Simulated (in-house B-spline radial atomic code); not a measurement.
# Ionising Tc⁵⁺ with different functionals

Computed with a radial B-spline atomic code at the basis-set limit: four-component Dirac-Coulomb Hamiltonian, Fermi nucleus of rms radius 4.41117 fm, spin-restricted, spherical fractional occupations for the functionals. The ionisation energy is the difference of two self-consistent energies, [Kr] 4d2 → [Kr] 4d1, without Breit or QED terms; ε is the level of the shell that loses the electron (mean over j). The electron is taken from both j subshells in proportion to 2j + 1, so the result is a j average, not the step between ground levels.

Hybrids are left out here: with spherical fractional occupations of an open shell their exact exchange keeps a self-interaction that integer-occupation calculations don't have.

```json
{"method": "LDA VWN5", "rung": "LDA", "ΔSCF (eV)": "72.33", "-ε(4d) (eV)": "64.38"}
{"method": "relativistic LDA", "rung": "LDA", "ΔSCF (eV)": "72.35", "-ε(4d) (eV)": "64.40"}
{"method": "LDA PW92", "rung": "LDA", "ΔSCF (eV)": "72.32", "-ε(4d) (eV)": "64.37"}
{"method": "LDA exchange-only", "rung": "LDA", "ΔSCF (eV)": "70.61", "-ε(4d) (eV)": "62.69"}
{"method": "PBE", "rung": "GGA", "ΔSCF (eV)": "72.14", "-ε(4d) (eV)": "64.19"}
{"method": "PBEsol", "rung": "GGA", "ΔSCF (eV)": "72.11", "-ε(4d) (eV)": "64.16"}
{"method": "BLYP", "rung": "GGA", "ΔSCF (eV)": "72.00", "-ε(4d) (eV)": "64.05"}
{"method": "RPBE", "rung": "GGA", "ΔSCF (eV)": "72.11", "-ε(4d) (eV)": "64.15"}
{"method": "PW91", "rung": "GGA", "ΔSCF (eV)": "72.23", "-ε(4d) (eV)": "64.27"}
{"method": "BP86", "rung": "GGA", "ΔSCF (eV)": "72.18", "-ε(4d) (eV)": "64.24"}
{"method": "AM05", "rung": "GGA", "ΔSCF (eV)": "72.12", "-ε(4d) (eV)": "64.16"}
{"method": "OLYP", "rung": "GGA", "ΔSCF (eV)": "72.41", "-ε(4d) (eV)": "64.42"}
```

Question: How do they compare with the NIST value?

Answer: NIST lists 72 eV ± 2 (tabulated theory, ground level to ground level). Errors run from -1.39 to +0.41 eV; all lie within about twice that uncertainty, so the table can't rank the methods.
